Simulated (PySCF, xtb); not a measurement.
selenophene (C4H4Se), SMILES c1cc[se]c1.

GFN2-xTB run with xtb at its own geometry gives an orbital gap of 3.74 eV and a dipole moment of 0.93 D.

The structure is a stationary point at r2SCAN-D4/def2-SVP.

Q: What does PBE/def2-TZVP (PySCF) give? (The exact figures need the calculation; the answer reports its results.)

A: gap 4.32 eV (levels -5.80 and -1.48 eV), dipole 0.29 D.
